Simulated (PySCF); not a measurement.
## Structure from 2D NMR

Compound of formula C$_{5}$H$_{8}$O$_{2}$Si. Correlations simulated from computed shifts and the bond graph:

HSQC (one-bond C–H):
```csv
δH,δC
7.48,146.4
6.40,120.1
2.62,16.6
```

COSY cross peaks (H two or three bonds apart, from the bond graph; peaks can be absent where the dihedral angle is near 90°):
```csv
δH,δH
7.48,6.40
```

HMBC (two and three bonds, from the bond graph):
```csv
δH,δC
7.48,"165.7, 120.1, 115.9"
6.40,"165.7, 146.4, 115.9"
5.51,"165.7, 120.1, 115.9"
2.62,"165.7, 115.9"
```

Carbons without hydrogens: δ 165.7, 115.9.

Calculated, not measured (PySCF 2.14): GFN2-xTB geometry, σ from GIAO-PBE0/pcSseg-1. Gas phase, a single conformation, relativity neglected, equivalent nuclei averaged.

Scale: TMS for 1H (31.72 ppm), 13C (186.93 ppm) (reference shieldings calculated alike).

Exchangeable hydrogens are left out of these lists.

**Question.** Assemble the structure.

**Answer.** SMILES Cc1occc1[SiH2]O.

Atom-mapped SMILES (the numbers label the heavy atoms): `[CH3:1][c:2]1[o:3][cH:4][cH:5][c:6]1[SiH2:7][OH:8]`. Each H is labelled by its parent atom.

- δC 165.7 is C2, a substituted aromatic carbon next to the ring oxygen.
- δC 146.4 is C4, an aromatic CH next to the ring oxygen (δH 7.48).
- δC 120.1 is C5, an aromatic CH (δH 6.40).
- δC 115.9 is C6, a substituted aromatic carbon.
- δC 16.6 is C1, a methyl carbon on an aromatic ring (δH 2.62).
- HMBC from δH 7.48 reaches the proton-free carbons C2, C6.
- HMBC from δH 6.40 reaches the proton-free carbons C2, C6.
- HMBC from δH 5.51 reaches the proton-free carbons C2, C6.
- HMBC from δH 2.62 reaches the proton-free carbons C2, C6.
- COSY links 7.48–6.40.

The data come from this structure; uniqueness wasn't tested.

OH and NH positions are those of a molecule without intermolecular hydrogen bonds; in solution they move with solvent, concentration and temperature, and exchange usually removes their couplings. Shifts are as computed. Against solution values, carbons near 30 ppm lie about +3 ppm off and those near 130 ppm about +5 ppm. Of 1309 compounds with measured shifts, 239 miss one by over three times the rms of a fit or turn the order of signals round; such compounds aren't used in these exercises.
